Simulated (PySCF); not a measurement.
C7H7BF3N.
Structure used (PBE0-D3(BJ)/def2-SVP), in Å, numbered top down from 1:
```
atom  x, y, z in Å
F1     3.4950   -0.7822    1.5439
C2     2.4682   -0.5438    0.7551
F3     1.4822   -1.4016    0.9968
C4     2.3896    0.4180   -0.1674
F5     3.4949    1.1777   -0.3011
B6     1.1835    0.7822   -1.1551
N7    -0.1914    0.2987   -0.5010
C8    -0.6137    0.8718    0.6353
C9    -1.7935    0.4888    1.2509
C10   -2.5581   -0.5232    0.6718
C11   -2.1085   -1.1133   -0.5047
C12   -0.9143   -0.6762   -1.0624
H13    1.1038    1.9986   -1.2656
H14    1.2646    0.2316   -2.2449
H15    0.0351    1.6530    1.0350
H16   -2.1046    0.9810    2.1733
H17   -3.4929   -0.8472    1.1349
H18   -2.6693   -1.9113   -0.9932
H19   -0.4988   -1.0962   -1.9791
```

Computed at PBE0/pcSseg-1 (PySCF, non-relativistic), with Q(11B) = 0.04059 b, Q(14N) = 0.02044 b: B6, 11B (I = 3/2): χzz = 2.082 MHz, η = 0.305; N7, 14N (I = 1): χzz = -2.263 MHz, η = 0.069.

**Question.** Where would the pure quadrupole (NQR) lines of 11B at B6 fall for the rigid, isolated species?

**Answer.** From ν = (|χ|/2)√(1 + η²/3): ν = 1.057 MHz (four-coordinate boron).

**Question.** Where would the pure quadrupole (NQR) lines of 14N at N7 fall for the rigid, isolated species?

**Answer.** From ν± = (3/4)|χ|(1 ± η/3) and ν0 = |χ|η/2: ν+ 1.736 MHz, ν− 1.658 MHz, ν0 0.078 MHz (nitrogen bonded to B and 2 C).

In a crystal, neighbours and librations shift these lines. A larger basis could move these couplings by a tenth or more.

One conformer stands for the species.
